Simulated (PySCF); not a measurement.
B(H)(Br)(vinyl) (C2H4BBr), SMILES C=CBBr.

The structure is a stationary point at B3LYP-D3(BJ)/def2-SVP. This is a generated structure with no PubChem entry under its InChIKey; it may be hypothetical. One conformer was computed; it need not be the lowest.

Two levels are set side by side: TDDFT-PBE/def2-SVPD (PySCF) and TDDFT-CAM-B3LYP/def2-SVPD (PySCF). Vertical, same geometry. The lowest singlet is HOMO→LUMO 100 % with PBE and HOMO→LUMO 96 % with the other functional; states are paired by order. Differences are taken from unrounded values.

```json
[
 {"quantity": "lowest singlet excitation (eV)", "TDDFT-CAM-B3LYP": "4.52", "TDDFT-PBE": "3.55", "TDDFT-PBE minus TDDFT-CAM-B3LYP": "-0.97"},
 {"quantity": "lowest triplet excitation (TDA) (eV)", "TDDFT-CAM-B3LYP": "3.42", "TDDFT-PBE": "3.32", "TDDFT-PBE minus TDDFT-CAM-B3LYP": "-0.10"},
 {"quantity": "first bright state (f over 0.05) (eV)", "TDDFT-CAM-B3LYP": "5.32", "TDDFT-PBE": "4.65", "TDDFT-PBE minus TDDFT-CAM-B3LYP": "-0.67"},
 {"quantity": "its oscillator strength", "TDDFT-CAM-B3LYP": "0.19", "TDDFT-PBE": "0.13", "TDDFT-PBE minus TDDFT-CAM-B3LYP": "-0.06"}
]
```

Functionals without exact exchange tend to place singlet excitations lower, as here. Differences between two approximate levels are no errors against the true value.

Rough cost on one machine, each run with all the roots and properties that it gave: TDDFT-CAM-B3LYP against TDDFT-PBE about 7 times.
